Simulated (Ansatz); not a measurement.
`O[Si]([SiH3])([SiH3])S` and `C[Si](O)([SiH3])S` differ in one atom or group.

Ansatz, PBE0-D4/def2-TZVP geometries, multiplicity 1. Each molecule was computed in one conformer, which needn't be the lowest.

```json
{"property": "size of the dipole moment (ωB97M-V/def2-TZVPP) / D", "`O[Si]([SiH3])([SiH3])S`": "0.76"}
{"property": "HOMO–LUMO gap (B3LYP/def2-TZVPP) / eV", "`O[Si]([SiH3])([SiH3])S`": "6.38"}
{"property": "HOMO energy (PBE0/def2-TZVPP) / eV", "`O[Si]([SiH3])([SiH3])S`": "-7.46"}
{"property": "size of the dipole moment (B3LYP/def2-TZVPP) / D", "`O[Si]([SiH3])([SiH3])S`": "0.75"}
{"property": "LUMO energy (B3LYP/def2-TZVPP) / eV", "`O[Si]([SiH3])([SiH3])S`": "-0.86"}
{"property": "LUMO energy (PBE0/def2-TZVPP) / eV", "`O[Si]([SiH3])([SiH3])S`": "-0.71"}
```

Question: Give the same properties after the change, and the shifts. (Best estimate.)

Answer: Ansatz gave: 
```tsv
property	`C[Si](O)([SiH3])S`	shift
size of the dipole moment (ωB97M-V/def2-TZVPP) / D	1.15	0.39
HOMO–LUMO gap (B3LYP/def2-TZVPP) / eV	7.00	0.62
HOMO energy (PBE0/def2-TZVPP) / eV	-7.35	0.11
size of the dipole moment (B3LYP/def2-TZVPP) / D	1.14	0.39
LUMO energy (B3LYP/def2-TZVPP) / eV	-0.13	0.73
LUMO energy (PBE0/def2-TZVPP) / eV	0.09	0.80
```

With PBE0 the HOMO rises by 0.11 eV and the LUMO rises by 0.80 eV, so the gap widens by about 0.69 eV. PBE moves the HOMO by 0.14 eV and ωB97M-V by 0.01 eV. Dipoles are sizes alone; their direction can turn.

B3LYP here is the variant with VWN-RPA as its local correlation; programs differ in this.
